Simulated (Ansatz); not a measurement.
Basis sets compared for the cluster Hg₂O₂⁻ (the lowest doublet isomer of a short search). Total charge -1; doublet. Geometry r2SCAN-D4/def2-TZVPD. Ansatz on 4 threads of Arm Neoverse V1 on a shared host; times are rough, and most runs start from earlier orbitals.

```xyz
4

Hg    0.851    2.020    0.175
Hg   -1.301    0.008   -1.391
O    -0.333   -1.363    0.687
O     0.782   -0.665    0.528
```

In the def2 sets Hg takes a core potential; there is no spin–orbit coupling. The structure holds one bond between oxygen atoms, so isomers without such links may lie far lower. At PBE-D4/def2-SVPD, PBE-D4/def2-TZVPD the highest occupied level of the charge -1 doublet lies above zero (up to 1.28 eV). By energy differences its removal costs 2.05 eV (vertical, to the charge 0 triplet, at PBE0-D4/def2-TZVPD). The structure comes from a short search, and lower isomers may exist.

```
            level  functions  energy (Eh)  HOMO (eV)  LUMO (eV)  wall time
 PBE-D4/def2-SVPD        116    -457.2352       1.28       1.71      3.5 s
PBE0-D4/def2-SVPD        116    -457.1285      -0.02       3.26      6.5 s
```

Task: Estimate the rows for PBE-D4/def2-TZVPD (with forces), PBE0-D4/def2-TZVPD.

Result: 
```
                          level  functions  energy (Eh)  HOMO (eV)  LUMO (eV)  wall time
PBE-D4/def2-TZVPD (with forces)        172    -457.4175       1.11       1.59        5 s
             PBE0-D4/def2-TZVPD        172    -457.3102      -0.06       2.83       12 s
```
